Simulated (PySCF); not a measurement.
**MgCd⁺: energy against distance**

Set-up: Mg cc-pVDZ, Cd cc-pVDZ-PP with ECP28; scalar-relativistic core potentials (PySCF 2.14). Energies in eV from Mg⁺ + Cd in their ground configurations at the same level. State: ²Σ⁺ (doublet), unpaired electrons σ ↑.

| R (Å) | ROHF-MP2 | ROHF |
| --- | --- | --- |
| 2.522 | -0.4748 | -0.2348 |
| 2.640 | -0.6272 | -0.4434 |
| 2.757 | -0.7104 | -0.5744 |
| 2.845 | -0.7398 | -0.6347 |
| 2.933 | -0.7484 | -0.6703 |
| 3.021 | -0.7414 | -0.6865 |
| 3.138 | -0.7146 | -0.6857 |
| 3.285 | -0.6629 | -0.6596 |
| 3.461 | -0.5873 | -0.6063 |
| 3.696 | -0.4808 | -0.5184 |

Put a parabola through the three lowest points of the ROHF-MP2 curve and estimate Re, k and ωe (reduced mass 19.81 u; 1 eV/Å² = 0.16022 mdyn/Å; ωe = 1302.8·√(k/μ) cm⁻¹).

Through R = 2.845, 2.933, 3.021 Å the second-order coefficient is 1.01 eV/Å², so Re ≈ 2.938 Å, k ≈ 0.323 mdyn/Å and ωe ≈ 166 cm⁻¹. A polynomial fit of higher order to the unrounded ROHF-MP2 energies gives Re = 2.933 Å, k = 0.322 mdyn/Å, ωe = 166 cm⁻¹; anharmonicity and rounding make the difference.

The higher-order fit for each curve: ROHF-MP2: Re = 2.933 Å, ωe = 166 cm⁻¹, De = 0.75 eV; ROHF: Re = 3.074 Å, ωe = 149 cm⁻¹, De = 0.69 eV.

Correlated steps freeze 1 core orbital. Correlated levels converge slowly with the basis: in double zeta they bind strong bonds too weakly, by up to about 1 eV, and carry superposition errors of some tenths. Spin–orbit coupling is left out. For an ion De counts to the pair picked by the measured ionisation energies or electron affinities, which need not be the lowest pair at this level. The state is the lowest determinant that a PBE0 search found; another state may lie lower at other levels.
